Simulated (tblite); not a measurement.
Species: C7H15OP.
Cartesian coordinates in Å at the GFN2-xTB level; atoms count from 1:
```xyz
24
C7H15OP angstrom
C     -3.5775    0.6493    0.0518
C     -2.2158    0.6517    0.7410
C     -1.0925    0.4048   -0.2357
C     -0.9323   -1.0516   -0.7908
P      0.3795   -0.4983    0.3276
O      0.5117   -1.0377    1.6883
C      1.9300   -0.0266   -0.5604
C      2.6271    1.0435    0.2661
C      2.7728   -1.2863   -0.6939
H     -3.6239    1.4331   -0.7018
H     -3.7598   -0.3053   -0.4361
H     -4.3691    0.8222    0.7765
H     -2.0609    1.6141    1.2358
H     -2.1829   -0.1240    1.5102
H     -0.9877    1.1764   -0.9907
H     -0.8003   -1.1459   -1.8587
H     -1.6250   -1.7753   -0.3810
H      1.6566    0.3621   -1.5443
H      3.5840    1.3116   -0.1792
H      2.8027    0.6679    1.2731
H      2.0099    1.9381    0.3378
H      3.7317   -1.0622   -1.1588
H      2.9541   -1.7091    0.2932
H      2.2557   -2.0327   -1.2955
```

Method: GFN2-xTB as coded in tblite; computed harmonic values from a numerical Hessian at the method's own geometry, unscaled. Against measured fundamentals such values can be off by several per cent, at times by over 20. One conformer, not necessarily the lowest.

Harmonic wavenumbers (cm⁻¹): 43.2, 70.8, 96.2, 111.9, 167.6, 190.8, 201.0, 224.7, 233.7, 240.2, 283.1, 336.6, 385.0, 407.5, 455.3, 624.9, 689.5, 736.6, 770.6, 815.5, 885.9, 924.9, 938.9, 949.9, 981.5, 999.5, 1018.2, 1029.1, 1040.9, 1093.5, 1120.6, 1134.2, 1167.6, 1172.4, 1231.4, 1235.9, 1268.4, 1284.4, 1287.8, 1342.6, 1390.9, 1401.8, 1411.9, 1413.6, 1477.6, 1485.1, 1485.9, 1488.3, 1494.9, 1501.1, 1504.3, 2941.0, 2961.9, 2977.1, 3012.2, 3013.2, 3016.7, 3017.2, 3017.7, 3025.7, 3027.7, 3028.3, 3037.5, 3042.2, 3049.2, 3072.9.

A = 2800, B = 744.9, C = 735.5 MHz; mass 146.086 u (most abundant isotopes); point group C1, symmetry number 1.

Problem. Zero-point energy?

Solution. ½Σν̃ = 45244 cm⁻¹ = 541.24 kJ/mol.

Problem. What is S at 273.15 K and 1 bar for an ideal gas of classical rigid rotors and harmonic oscillators?

Solution. Translation 169.20, rotation 123.29, vibration 141.08: S = 433.6 J/(mol K).

Problem. And Cp and H(273.15 K) − H(0)?

Solution. Cp = 176.28 J/(mol K), of which vibrations give 143.03 (their classical limit is 66 R = 548.8); H(273.15 K) − H(0) = 29.57 kJ/mol without the zero-point energy, 20.49 from vibrations.

Problem. What must be added to the electronic energy to get the Gibbs energy at 273.15 K and 1 bar?

Solution. ZPE + [H(273.15 K) − H(0)] − T·S = 541.24 + 29.57 − 118.43 = 452.38 kJ/mol.

Problem. How do the functions run with temperature in this model?

Solution. 
```csv
T (K),S (J/(mol K)),Cp (J/(mol K)),H − H(0) (kJ/mol),G − H(0) (kJ/mol),ln q(vib)
150,346.9,119.6,11.42,-40.61,3.78
250,418.5,165.0,25.62,-78.99,7.18
298.15,449.5,188.8,34.13,-99.90,8.77
400,512.2,239.9,55.99,-148.90,12.07
600,626.1,322.9,112.74,-262.95,18.38
900,774.0,405.2,222.93,-473.62,27.35
```

q(vib) and H(0) count from the zero-point level.

Hindered rotation and anharmonicity are outside this model. Other conformers, if any are populated, would add a mixing term that is left out. The structure is chiral; the term R ln 2 for an equal mix with its mirror image is left out.
